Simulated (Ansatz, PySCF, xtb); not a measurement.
Pair of molecules: C2H4 (SMILES C=C) (first 6 atoms) with CH5N (SMILES CN); geometry from B3LYP-D3(BJ)/def2-TZVP, rigid monomers moved along the line of their centres of mass till H5···N8 is 4.46 Å.
(charge 0, multiplicity 1):
```xyz
13

C     -0.643     0.261     0.068
C      0.542    -0.200     0.444
H     -0.913     0.367    -0.976
H     -1.395     0.551     0.792
H      0.812    -0.306     1.489
H      1.287    -0.488    -0.290
C     -0.561     0.331     5.938
N      0.792    -0.225     5.953
H     -1.226    -0.363     5.421
H     -0.559     1.262     5.370
H     -0.990     0.537     6.928
H      0.817    -1.100     6.462
H      1.436     0.406     6.416
```

Monomers are frozen at their geometry in the pair; levels with a basis set take the counterpoise correction. Rows marked so take none.

Cores are frozen in the correlated methods. Rows in 3-21G, 6-31G* carry no dispersion term and start afresh at each structure (6-31G* with six Cartesian d functions). MP2/6-31G* freezes PySCF's default core.

Run with Ansatz (Gaussian orbitals); PySCF for 3-21G rows, 6-31G* rows, the dispersion terms; xtb for the GFN methods. 

| level | interaction energy (meV) |
|---|---|
| GFN-FF | -8.5 |
| HF/3-21G (no counterpoise) | -9.1 |
| HF/6-31G* (no counterpoise) | -8.9 |
| B3LYP/3-21G (no counterpoise) | -7.7 |
| B3LYP/6-31G* | (withheld) |
| B3LYP-D3(BJ)/def2-TZVPPD | -12.4 |
| M06-2X/6-31G* (no counterpoise) | (withheld) |
| MP2/6-31G* (no counterpoise) | -11.7 |
| SCS-MP2/aug-cc-pVDZ | -12.1 |

Q: Some entries are withheld; supply them.

A: 
- B3LYP/6-31G*, interaction energy (meV): -6.0
- M06-2X/6-31G* (no counterpoise), interaction energy (meV): -10.4

Ansatz is a first-principles code.
